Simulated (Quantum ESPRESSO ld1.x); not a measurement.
Values are calculated unless marked as measured or tabulated.
The mean radii <r> (bohr) of the occupied orbitals of an atom or ion are listed with their occupations. Level of theory: scalar-relativistic Kohn-Sham, PW91, spin-unpolarised, spherical densities, point nucleus (ld1.x of Quantum ESPRESSO 7.5).

orbital  occ.     <r>
1s          2  0.3263

Name the element and its charge.

Answer. Z = 5, boron, charge +3: B3+ in [He]. The 1s radius gives Z: for a bare nucleus <r> = (2 gamma + 1)/(2Z) with gamma = sqrt(1 - (Z/c)^2), 0.2999 bohr for Z = 5, and screening makes it slightly larger (0.3263 here). The occupations add up to 2, and the charge is Z minus that.
